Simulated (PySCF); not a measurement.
# What a mistake does to a calculation on BCGeH9Si

Calculated results; nothing here was measured. The program is PySCF 2.14.0, an open-source quantum chemistry code, run on an isolated molecule that a program drew, which may never have been made. The molecule is BCGeH9Si (charge 0, singlet), drawn as the SMILES string `CB[SiH2][GeH3]`.

Each row is a Hartree-Fock (HF) and frozen-core CCSD(T) single point in the cc-pV(D+d)Z basis, meant for a local HF minimum. Run 1 is clean. Each other run has one planted mistake out of seven kinds, and not every kind appears here: one electron removed, one electron added, multiplicity raised by two, geometry at a saddle point, minimal basis STO-3G, one bond length entered in bohr, all coordinates scaled. The reference is restricted for singlets and unrestricted otherwise, and also for a bond in bohr. Adding or removing an electron swaps singlet and doublet. Electrons count all cores. HOMO and LUMO are orbital energies over both spins, the gradient is its largest component, and the lowest frequency (negative if imaginary) is given only where the gradient is small. Bond lengths are over the 12 bonds as drawn. T1 is the CCSD diagnostic: over 0.02 (restricted) or 0.045 (unrestricted) a single reference is doubtful. Germanium has the cc-pVDZ-PP basis, with a core potential (ECP10MDF) in place of its 10 inner electrons, and its 3s, 3p and 3d shells are frozen in CCSD(T).

Geometry of the clean run:
```xyz
13
BCGeH9Si, angstrom
C    -2.9963    0.8110    1.4704
B    -1.4892    0.5237    1.1161
Si    0.0528    0.7405    2.4373
Ge    1.0566    2.9160    2.1186
H    -3.1621    1.3960    2.3770
H    -3.5526    1.2556    0.6407
H    -3.4474   -0.1799    1.6401
H    -1.2286    0.1495    0.0012
H     1.1197   -0.2743    2.2360
H    -0.3948    0.6629    3.8535
H     2.2100    3.1340    3.1059
H     0.0239    4.0313    2.3373
H     1.6103    3.0619    0.6944
```

```
run  electrons  basis functions  <S^2>  HOMO (eV)  LUMO (eV)  gradient (hartree/bohr)  lowest frequency (cm^-1)  mean bond (Å)  longest bond (Å)      T1  HF (hartree)  CCSD(T) (hartree)               mistake
  1         66              119  0.000     -10.09       1.62                  1.8e-05                        38         1.5086             2.417  0.0123    -650.08691         -650.60672              no fault
  2         65              119  0.799     -16.04      -7.83                  6.1e-02                         -         1.5086             2.417  0.0186    -649.75755         -650.25815  one electron removed
  3         67              119  0.762      -0.47       7.86                  3.2e-02                         -         1.5086             2.417  0.0126    -650.06348         -650.60437    one electron added
  4         66              119  2.020      -6.80      -1.45                  3.9e-02                         -         1.5086             2.417  0.0185    -649.95784         -650.47159                     ?
```

**Which mistake was planted in run 4, and what did it cost?**

Electrons, basis and geometry are unchanged, and <S^2> is 2.020, beside S(S+1) = 2.00 for a multiplicity of 3. So the mistake is: multiplicity raised by two. Subtracting run 1 and multiplying by 627.51 kcal/mol a hartree, the energy moved by 81.0 kcal/mol in HF and 84.8 kcal/mol in CCSD(T).

Cautions from the logs. Run 3: the added electron raises the CCSD(T) energy, so it isn't bound in this basis.
